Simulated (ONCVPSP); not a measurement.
**What one change does to a pseudopotential (rubidium (Rb), ONCV)**

```
Element                 : Rb
Generator               : ONCVPSP 4.0.1
Type                    : optimised norm-conserving Vanderbilt (ONCV)
Functional              : PBE
Relativity              : non-relativistic
Frozen core             : [Ar] 3d10
Valence charge          : 9
Reference configuration : 4s2 4p6 4d0.5 5s0.5
Partial waves           : 4s+5s: rc 2.15 bohr, ncon 4, nbas 8, qcut 5.3 1/bohr, 2 projectors; 4p: rc 2.00 bohr, ncon 4, nbas 7, qcut 7.9 1/bohr, 2 projectors, debl 1.5 Ha; 4d: rc 4.00 bohr, ncon 4, nbas 7, qcut 2.8 1/bohr, 2 projectors, debl 3.2 Ha
Local potential         : polynomial inside 1.75 bohr (lpopt 5, dvloc0 2 Ha)
Core correction         : Teter function fitted to the true core (icmod 2), fcfact 0.35
```

Change: all radii but the core radius scaled by about 0.88 (s 1.90, p 1.76, d 3.52 bohr); local potential polynomial inside 1.54 bohr (lpopt 5, dvloc0 2 Ha).

Cutoffs: the cutoffs (Ha) at which the residual kinetic energy of the hardest occupied pseudo-wave falls to 1 and 0.1 mHa per electron; they do not see the model core or the augmentation charge, which bear on the density cutoff. Errors are all-electron minus pseudo energies relative to the spin-unpolarised reference configuration.

Task: What does the change do?

Result: The potential gets harder (15 Ha and 19 Ha → 18 Ha and 22 Ha); a bound ghost appears in d, which as a rule spoils a file; of the 3 tests that both files solve, the error grows in 0 and shrinks in 2 by more than 15 % and 0.3 meV (median size 1.5 → 0.9 meV). A smaller radius makes the pseudo-wave follow the all-electron one further in, where it bends more sharply, so more plane waves are needed.

```csv
quantity,base,changed
"cutoff, loose",15 Ha,18 Ha
"cutoff, tight",19 Ha,22 Ha
loose cutoff by channel,"s 9.9 Ha, p 15 Ha, d 2.9 Ha","s 11 Ha, p 18 Ha, d 3.5 Ha"
bound ghosts,none,d
GHOST(+) flags under 300 eV,d at 72.7 eV,s at 189.4 eV
tests with a reliable result,3 of 4,3 of 4
"error for 4s2 4p6 4d0 5s0, meV [ΔE 3.01 eV]",+1.9,+1.1
"error for 4s2 4p6 4d0 5s0.5, meV [ΔE 0.48 eV]",+0.9,+0.7
"error for 4s2 4p6 4d0 5s0 5p1, meV [ΔE 0.38 eV]",+1.5,+0.9
"rms error of d²Exc/dni dnj with the model core, mHa",0.64,0.38
```

 A true bound ghost makes a file unfit for plane-wave use even where its test errors are small: the radial tests pick states by their node count and pass the ghost by.
